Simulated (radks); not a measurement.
Species: the thulium ion Tm2+. Configuration: [Xe] 4f13.

Calculated with a radial shooting solver on a logarithmic mesh with Libxc functionals: scalar-relativistic Kohn-Sham, PBE, spin-unpolarised, spherical densities, finite nucleus; Fermi nuclear charge, rms radius 5.2256 fm.

Energy parts (hartree):
| part | energy |
|---|---|
| total | -13565.3245 |
| kinetic | 14741.3138 |
| electron-nucleus | -33303.6561 |
| Hartree | 5281.8377 |
| exchange-correlation | -284.8199 |

Orbitals (lengths in bohr, moments of r in powers of bohr; <r^-3> diverges for s and p1/2; r(max) is where P^2 peaks):
| orbital | occ. | eigenvalue (hartree) | <r^-3> | <r^4> | r(max) |
|---|---|---|---|---|---|
| 1s | 2 | -2178.865 | - | 8.080e-07 | 0.01261 |
| 2s | 2 | -368.0659 | - | 0.0001249 | 0.07189 |
| 2p | 6 | -325.0850 | 15130 | 0.00009540 | 0.05854 |
| 3s | 2 | -83.12983 | - | 0.004692 | 0.2032 |
| 3p | 6 | -70.11006 | 3280 | 0.004969 | 0.2002 |
| 3d | 10 | -54.02544 | 433.3 | 0.003886 | 0.1633 |
| 4s | 2 | -16.79987 | - | 0.1140 | 0.4644 |
| 4p | 6 | -12.52157 | 741.5 | 0.1515 | 0.4857 |
| 4d | 10 | -6.83706 | 82.30 | 0.2362 | 0.5012 |
| 5s | 2 | -2.49856 | - | 4.350 | 1.092 |
| 5p | 6 | -1.52374 | 90.50 | 9.359 | 1.254 |
| 4f | 13 | -0.64516 | 11.44 | 2.591 | 0.4961 |

The highest occupied level is 4f at -17.556 eV. Summed over all electrons, <r^2> = 36.63 bohr^2, which gives a Langevin (diamagnetic) susceptibility term of -29 x 10^-6 cm^3/mol. The electron density at the nucleus is 1.002e+06 e/bohr^3 (large components only). The density falls to 0.001 e/bohr^3 at r = 3.32 bohr. For comparison, the ionisation energy in NIST's Atomic Spectra Database is 23.66 eV (semi-empirical). In exact Kohn-Sham theory the highest level is minus the ionisation energy, but local and semilocal functionals leave it too shallow, through self-interaction and a potential that decays too fast; potentials with the right tail come closer.

Beside tabulated values, note that spin-unpolarised runs miss the spin-polarisation part of the exchange energy of open shells.
